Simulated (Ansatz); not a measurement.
Ansatz (a quantum-chemistry and plane-wave program) input (B3LYP/LANL2DZ): The .json file is the Basis Set Exchange's LANL2DZ.

Ansatz 0.2 input:
```yaml
crystal:
  periodic: [false, false, false]
  atoms:
    - {symbol: C, position_ang: [-1.00824300, 1.61273200, -0.71177900]}
    - {symbol: B, position_ang: [-0.41977700, 0.33160800, -0.10425600]}
    - {symbol: C, position_ang: [-1.28371900, -0.73803400, 0.67152000]}
    - {symbol: O, position_ang: [0.93023600, 0.17375500, -0.28253300]}
    - {symbol: C, position_ang: [1.63883100, -0.95061500, 0.21258500]}
    - {symbol: H, position_ang: [-0.39438600, 2.33421500, -1.24121400]}
    - {symbol: H, position_ang: [-2.06012700, 1.86844500, -0.64788900]}
    - {symbol: H, position_ang: [-2.33825800, -0.46725500, 0.72742100]}
    - {symbol: H, position_ang: [-1.21931300, -1.72354400, 0.19745400]}
    - {symbol: H, position_ang: [-0.92230300, -0.87630100, 1.69639800]}
    - {symbol: H, position_ang: [1.56332300, -1.01865800, 1.30074800]}
    - {symbol: H, position_ang: [1.26153000, -1.87954700, -0.22233900]}
    - {symbol: H, position_ang: [2.68531500, -0.82992700, -0.06298700]}
basis:
  gaussian:
    orbitals: LANL2DZ.json
hamiltonian:
  xc: {name: B3LYP}
magnetization: {spin_polarized: true, initial_magnetization: 1}
output: {forces: true}
```

Output:

```
Functional definition: B3LYP
integrals: 0.02 GiB planned
789 factors; integrals over basis functions are off by at most 6.1e-4 eV
mean field: 0.31 GiB planned
mean field evaluation 1: about -5954.8713 eV, gradient 4.3e1 eV
mean field evaluation 2: about -5949.5047 eV, gradient 5.6e1 eV
mean field evaluation 4: about -5964.1021 eV, gradient 1.0e0 eV
mean field evaluation 8: about -5964.3262 eV, gradient 6.5e-2 eV
mean field evaluation 16: about -5964.3262 eV, gradient 1.8e-5 eV
mean field -5964.32622837 eV, -219.1849461269 hartree, gradient 1.9e-5 eV, S^2 0.752986; 0 other end points of the search recorded, 0 dependent functions left out
the calculation of the forces begins
reference -5964.32646501 eV, -219.1849548234 hartree; 20, 19 occupied and 41, 42 virtual orbitals, 789 factors
Total energy: -5964.32646501 eV, -219.1849548234 hartree
Atom 0 at    -1.008243     1.612732    -0.711779 Å, force    -0.071462     0.084919    -0.033839 eV/Å
Atom 1 at    -0.419777     0.331608    -0.104256 Å, force    -0.874317     0.308081    -0.000893 eV/Å
Atom 2 at    -1.283719    -0.738034     0.671520 Å, force    -0.003620    -0.045906     0.026665 eV/Å
Atom 3 at     0.930236     0.173755    -0.282533 Å, force     0.249315     0.525245    -0.346283 eV/Å
Atom 4 at     1.638831    -0.950615     0.212585 Å, force     0.687794    -0.631310     0.220550 eV/Å
Atom 5 at    -0.394386     2.334215    -1.241214 Å, force     0.194969     0.130822    -0.112576 eV/Å
Atom 6 at    -2.060127     1.868445    -0.647889 Å, force    -0.265675     0.010856     0.046506 eV/Å
Atom 7 at    -2.338258    -0.467255     0.727421 Å, force    -0.155587     0.092201    -0.021285 eV/Å
Atom 8 at    -1.219313    -1.723544     0.197454 Å, force     0.003885    -0.193046    -0.113972 eV/Å
Atom 9 at    -0.922303    -0.876301     1.696398 Å, force     0.068726    -0.008082     0.213267 eV/Å
Atom 10 at     1.563323    -1.018658     1.300748 Å, force     0.018168    -0.043069     0.209138 eV/Å
Atom 11 at     1.261530    -1.879547    -0.222339 Å, force    -0.036779    -0.199810    -0.068169 eV/Å
Atom 12 at     2.685315    -0.829927    -0.062987 Å, force     0.184585    -0.030900    -0.019109 eV/Å
Dipole moment:     0.004608    -0.282240     0.158616 e Å
```

The geometry given is a B3LYP-D3(BJ)/def2-TZVP minimum.
